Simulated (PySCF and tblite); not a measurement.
The numbers below are computed, except where a source is named.
System: C₄H₇NOSi, numbered as in [N:1]#[C:2][C@@H:3]1[CH2:4][CH2:5][O:6][SiH2:7]1.

Geometries: GFN2-xTB; energies: revPBE/pcSseg-1 + D3(BJ); zero-point and thermal terms from GFN2-xTB harmonic modes (soft modes blended into free rotors). Rates follow Eyring's equation with the number of equivalent paths and no tunnelling. (PySCF 2.14 with density fitting, tblite 0.8.)

Task: What barrier does the inversion of the 5-membered ring (3–4–5–6–7) meet, and how fast is it at 298 K?

Result: The electronic barrier is 3.7 kcal/mol and ΔG‡(298 K) 3.7 kcal/mol, over a C1 saddle (flat) with an imaginary mode of 128i cm⁻¹ (GFN2-xTB). With 1 equivalent path, k is 1.2×10¹⁰ s⁻¹, a mean lifetime of the start of 80 ps against this motion. The end lies 0.1 kcal/mol below the start in free energy.
